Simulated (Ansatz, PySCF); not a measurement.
C3H7BN2, SMILES N1B(C(C1)=C)N.

Geometry: PBE-D3(BJ)/def2-SVP. This is a generated structure with no PubChem entry under its InChIKey; it may be hypothetical. One conformer was computed; it need not be the lowest.

Vertical ionisation energy (IE) and electron affinity (EA) in eV. Rows of orbital energies are one-electron estimates. Where ΔSCF, EOM or ADC give a negative EA the extra electron is unbound and the value depends on the basis.

```csv
level,IE,EA
"−ε(HOMO), −ε(LUMO), HF/def2-TZVP (PySCF)",9.51,-3.36
"−ε(HOMO), −ε(LUMO), PBE/def2-TZVP (PySCF)",5.30,1.11
"ΔSCF, ωB97X-V/def2-SVPD (Ansatz), final states of multiplicity 2 and 2",8.84,-1.56
"ΔSCF, PBE/def2-SVPD (Ansatz), final states of multiplicity 2 and 2",8.33,-1.08
```

**Question.** What vertical singlet–triplet gap does ΔSCF give with ωB97X-V/def2-SVPD (Ansatz, a program for electronic structure) and with PBE/def2-SVPD (Ansatz)? (Estimate from the structure and the level; the computed values follow.)

**Answer.** 4.06 and 3.97 eV (triplet above singlet where positive).
